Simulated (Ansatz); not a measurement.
A run for Ansatz (a quantum-chemistry and plane-wave program): R-wB97X-V/def2-TZVPP on HCl (SMILES Cl).

Ansatz 0.2 input:
```yaml
crystal:
  periodic: [false, false, false]
  atoms:
    - {symbol: Cl, position_ang: [0.00000000, -0.00000000, 0.64477451]}
    - {symbol: H, position_ang: [-0.00000000, 0.00000000, -0.64477451]}
basis:
  gaussian:
    orbitals: def2-TZVPP
hamiltonian:
  xc: {name: wB97X-V}
scf: {lower_state_search: off}
```

It printed:

```
WARN ansatz: RAYON_NUM_THREADS=4 ignored (pool sized by the plan → 4); use --threads N
Functional definition: wB97X-V
these checks for a lower state are left out or cut short: stability, starts, cluster_reference, orbital_swaps, neighbouring_geometries, increment
integrals: 0.01 GiB planned
369 factors; their error is unknown
integrals: 0.05 GiB planned
62 factors; integrals over basis functions are off by at most 9.0e-5 eV
mean field: 0.18 GiB planned
mean field evaluation 1: about -12537.2737 eV, gradient 1.0e1 eV
mean field evaluation 2: about -12537.5142 eV, gradient 6.7e0 eV
mean field evaluation 4: about -12537.5891 eV, gradient 1.7e-1 eV
mean field evaluation 8: about -12537.6099 eV, gradient 1.8e-2 eV
mean field -12537.60988475 eV, -460.7486649673 hartree, gradient 7.1e-6 eV, S^2 0.000000; 0 other end points of the search recorded, 0 dependent functions left out
reference -12537.60988380 eV, -460.7486649323 hartree; 9, 9 occupied and 47, 47 virtual orbitals, 369 factors
Total energy: -12537.60988380 eV, -460.7486649323 hartree
Checks for a lower state left out: stability, starts, cluster_reference, orbital_swaps, neighbouring_geometries, increment
```

The calculation finished and met its thresholds.

Cost: around 0.8 core-seconds (rough).
